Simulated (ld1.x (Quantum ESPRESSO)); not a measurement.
## An all-electron radial function and its pseudo partner (aluminium (Al))

Columns: radius, all-electron u(r) and pseudo u(r) of the 3p shell (level -2.70 eV) of aluminium in the configuration [Ne] 3s2 3p1; PBEsol, non-relativistic, ultrasoft scheme, ld1.x (Quantum ESPRESSO) 7.5.

| r (bohr) | all-electron | pseudo |
| --- | --- | --- |
| 0.140 | 0.1130 | -0.0059 |
| 0.280 | 0.2037 | -0.0232 |
| 0.420 | 0.2075 | -0.0510 |
| 0.560 | 0.1550 | -0.0878 |
| 0.700 | 0.0752 | -0.1318 |
| 0.840 | -0.0138 | -0.1808 |
| 0.980 | -0.1020 | -0.2324 |
| 1.120 | -0.1844 | -0.2844 |
| 1.260 | -0.2585 | -0.3348 |
| 1.400 | -0.3237 | -0.3817 |
| 1.540 | -0.3800 | -0.4238 |
| 1.680 | -0.4278 | -0.4602 |
| 1.820 | -0.4671 | -0.4905 |
| 1.960 | -0.4984 | -0.5146 |
| 2.100 | -0.5223 | -0.5328 |
| 2.240 | -0.5397 | -0.5457 |
| 2.380 | -0.5511 | -0.5540 |
| 2.520 | -0.5573 | -0.5584 |
| 2.660 | -0.5590 | -0.5592 |
| 2.800 | -0.5569 | -0.5569 |
| 2.940 | -0.5514 | -0.5514 |
| 3.080 | -0.5432 | -0.5432 |
| 3.220 | -0.5327 | -0.5327 |
| 3.360 | -0.5202 | -0.5202 |
| 3.500 | -0.5063 | -0.5063 |
| 3.640 | -0.4912 | -0.4912 |

(1) How many radial nodes do the two functions have?

(2) At about which radius was the pseudo-wave matched?

(3) Where does each function peak?

(4) Is the pseudo-wave norm-conserving?

Results:

(1) The all-electron 3p function has n − l − 1 = 1; the pseudo-wave has 0, since the states of the same l below it are removed with the core.

(2) 2.80 bohr, where the columns begin to agree (steps of 0.14 bohr).

(3) Outermost all-electron maximum near 2.66 bohr, pseudo maximum near 2.66 bohr (to the table’s step).

(4) No, it belongs to an ultrasoft set: the norm inside the radius is not constrained, and the difference is carried by the augmentation charge.
